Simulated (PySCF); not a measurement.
C6H8O3.
Geometry (GFN2-xTB, Å), atoms numbered from 1 in this order:
```xyz
17
C6H8O3 angstrom
C     -3.3826    0.3534    0.1479
C     -2.3646   -0.4619    0.3936
C     -0.9932    0.0628    0.5489
O     -0.7140    1.2339    0.5919
C      0.0762   -1.0257    0.6513
O      1.3734   -0.4628    0.6520
C      1.7679    0.0730   -0.5185
C      3.0810    0.7855   -0.3654
O      1.1405   -0.0398   -1.5365
H     -4.3916    0.0015    0.0183
H     -3.2136    1.4151    0.0658
H     -2.4901   -1.5322    0.4727
H     -0.0394   -1.7171   -0.1926
H     -0.0297   -1.5654    1.5950
H      3.7911    0.1470    0.1529
H      2.9211    1.6780    0.2352
H      3.4606    1.0665   -1.3425
```

The calculation used PBE0/def2-SVPD in PySCF (dipole) on a GFN2-xTB geometry, gas phase.

Masses are those of the commonest isotopes; rigid-rotor values at the optimised geometry. The values belong to one conformer with, in the numbering `[CH2:1]=[CH:2][C:3](=[O:4])[CH2:5][O:6][C:7]([CH3:8])=[O:9]`, C1–C2–C3–O4 7°, C2–C3–C5–O6 174°, C3–C5–O6–C7 -70°, C5–O6–C7–C8 173°.

Problem. Give the principal moments of inertia and the rotational constants in cm⁻¹.

Solution. Ia = 122.88, Ib = 563.38, Ic = 580.10 u·Å²; 505379 MHz·u·Å²/I gives 4113, 897.0 and 871.2 MHz, that is A = 0.13719, B = 0.02992, C = 0.02906 cm⁻¹.

Problem. Classify the top.

Solution. A near-prolate asymmetric top; Ray's κ = -0.984.

Problem. What does the inertial defect say?

Solution. Not planar: Δ = Ic − Ia − Ib = -106.16 u·Å². For a rigid frame Δ = −2 Σ m c², so Σ m c² = 53.08 u·Å² lies off the ab plane: 5.05 from hydrogen and 48.03 from heavier atoms. The atom farthest from that plane is 1.38 Å away.

Problem. List the rotational levels J(Ka,Kc) to J = 5 (cm⁻¹).

Solution. Above 0(0,0):
J = 1: 1(0,1) 0.0590, 1(1,1) 0.1663, 1(1,0) 0.1671
J = 2: 2(0,2) 0.1769, 2(1,2) 0.2834, 2(1,1) 0.2859, 2(2,1) 0.6077, 2(2,0) 0.6078
J = 3: 3(0,3) 0.3539, 3(1,3) 0.4590, 3(1,2) 0.4642, 3(2,2) 0.7847, 3(2,1) 0.7847, 3(3,1) 1.3232, 3(3,0) 1.3232
J = 4: 4(0,4) 0.5897, 4(1,4) 0.6932, 4(1,3) 0.7018, 4(2,3) 1.0206, 4(2,2) 1.0207, 4(3,2) 1.5591, 4(3,1) 1.5591, 4(4,1) 2.3130, 4(4,0) 2.3130
J = 5: 5(0,5) 0.8846, 5(1,5) 0.9859, 5(1,4) 0.9989, 5(2,4) 1.3155, 5(2,3) 1.3157, 5(3,3) 1.8541, 5(3,2) 1.8541, 5(4,2) 2.6080, 5(4,1) 2.6080, 5(5,1) 3.5772, 5(5,0) 3.5772
Those of J = 1 are B + C, A + C and A + B.

Problem. Which types of transition are allowed, and where do some lines up to J = 2 fall?

Solution. The dipole components are |μa| = 1.18 D, |μb| = 2.46 D, |μc| = 0.02 D. Intensities carry the squares of the components, which stand as 0.23 : 1.00 : 0.00 (a : b : c). Some lines, for components of 0.1 D or more:

```csv
type,branch,"J(Ka,Kc)",MHz,lower level (cm⁻¹)
b,R,"2(0,2) ← 1(1,1)",320,0.166
a,R,"1(0,1) ← 0(0,0)",1768,0.000
b,Q,"1(1,0) ← 1(0,1)",3242,0.059
b,Q,"2(1,1) ← 2(0,2)",3268,0.177
a,R,"2(1,2) ← 1(1,1)",3511,0.166
a,R,"2(0,2) ← 1(0,1)",3536,0.059
a,R,"2(1,1) ← 1(1,0)",3562,0.167
b,R,"1(1,1) ← 0(0,0)",4984,0.000
b,R,"2(1,2) ← 1(0,1)",6726,0.059
b,Q,"2(2,0) ← 2(1,1)",9648,0.286
b,Q,"2(2,1) ← 2(1,2)",9725,0.283
b,R,"2(2,1) ← 1(1,0)",13210,0.167
b,R,"2(2,0) ← 1(1,1)",13236,0.166
```

Problem. Estimate the classical rotational partition function at 25 K, 100 K and 200 K.

Solution. Point group C1, symmetry number σ = 1; q = (√π/σ)·√((kT/h)³/(ABC)), k/h = 20836.6 MHz/K: 11800 at 25 K, 94000 at 100 K, 266000 at 200 K.

No GFN2-xTB frequencies stand behind this structure, so it isn't proved a minimum. No vibrational averaging or centrifugal distortion is included, and the geometry carries the error of its method. A rigid rotor knows nothing of internal rotation, which can split or shift real lines.

Hardware: Arm Neoverse V2, one thread, no GPU, shared host with 192 logical CPUs at a one-minute load of 47. Cost: 43 s wall, 1.0 GiB resident at most. This is the PBE0/def2-SVPD job that gave the dipole, with the excitations it also computed.
